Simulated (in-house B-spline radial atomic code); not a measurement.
The numbers below are computed, except where a source is named.
## Making a Troullier-Martins s channel for Cl, r_c = 1.27 bohr

Cl, [Ne] 3s2 3p5, non-relativistic LDA (VWN5), spherical and spin-unpolarised, from an all-electron radial atomic-structure program (B-spline basis) (atomic units). The all-electron 3s level is ε = -0.754458 hartree, its outermost node lies just inside 0.56 bohr and its outer maximum at 1.27 bohr.

Inside r_c the pseudo-orbital is u(r) = r^1 exp(p(r)), with p = c0 + c2 r² + c4 r⁴ + … + c12 r¹². The seven coefficients follow from p and its first four derivatives at r_c, from zero curvature of the screened potential at the origin, c4 = −c2²/(2l + 5), and from the norm inside r_c. At r_c the all-electron orbital has P = 0.8830439, P' = 0.02782649, the screened potential V = -1.979564, V' = 3.433677, V'' = -7.513334, and the norm inside is Q = 0.3533142.

Question: What are p, p' and p'' at r_c?

Answer: p = ln(P/r_c^1) = ln(0.8830439/1.27) = -0.36340. p' = P'/P − 1/r_c = 0.03151 − 0.78740 = -0.75589. The radial equation gives p'' = 2(V − ε) − 2(1) p'/r_c − p'² = -2.45021 − (-1.19038) − 0.57137 = -1.83120. Differentiating, p''' = 2V' + 2(1)p'/r_c² − 2(1)p''/r_c − 2p'p'' = 6.0455, and p'''' = 2V'' − 4(1)p'/r_c³ + 4(1)p''/r_c² − 2(1)p'''/r_c − 2p''² − 2p'p''' = -25.18.

For a trial c2 the five matching conditions are linear in c0, c6, c8, c10 and c12, and c2 is varied until the norm inside r_c equals Q. The root nearest zero gives:

```
 n         c_n
 0  -0.9301097
 2    1.391708
 4  -0.3873702
 6   -0.872569
 8   0.7734713
10   -0.256307
12  0.03147511
```

Question: Check c4 and p(r_c), and find the screened pseudopotential at the origin.

Answer: −c2²/5 = -0.38737, as listed. The terms c_n r_c^n are -0.93011, 2.24469, -1.00772, -3.66119, 5.23449, -2.79768, 0.55413, which sum to -0.36340. Inverting the radial equation, V_l(r) = ε + 1 p'/r + (p'' + p'²)/2, so V_l(0) = ε + (2l + 3) c2 = -0.754458 + 3 × (1.39171) = 3.4207 hartree, finite where the all-electron potential diverges.

Orbitals and screened potentials:

| r (bohr) | P | u | V all-electron | V pseudo |
| --- | --- | --- | --- | --- |
| 0.127 | -0.02285 | 0.05123 | -93.62 | 3.415 |
| 0.318 | -0.4379 | 0.1437 | -24.94 | 3.205 |
| 0.508 | -0.1232 | 0.2764 | -11.5 | 2.205 |
| 0.699 | 0.3277 | 0.4653 | -6.502 | 0.12 |
| 0.889 | 0.6567 | 0.6769 | -4.116 | -2.0 |
| 1.08 | 0.8315 | 0.832 | -2.795 | -2.595 |
| 1.27 | 0.883 | 0.883 | -1.98 | -1.98 |

Logarithmic derivatives P'/P at R = 1.57 bohr, for energies E around ε:

```
E − ε (hartree)  all-electron      pseudo
           -0.5      0.240087     0.23787
          -0.25    -0.0865499  -0.0872753
           -0.1     -0.311673   -0.311811
              0     -0.476905   -0.476905
            0.1     -0.656481   -0.656659
           0.25     -0.958118   -0.959484
            0.5      -1.57574    -1.58375
```

Question: With P(R) = 0.8181398 and a norm of 0.5757986 inside R, what slope in energy does norm conservation fix?

Answer: d(P'/P)/dE = −2 × (norm inside R)/P(R)² = -1.7205 per hartree·bohr at E = ε, for both atoms, since orbital and norm agree at R. Differences over ±0.1 hartree give -1.7240 (all-electron) and -1.7242 (pseudo), which also hold third-order terms. Half a hartree below ε the two curves differ by -0.0022.
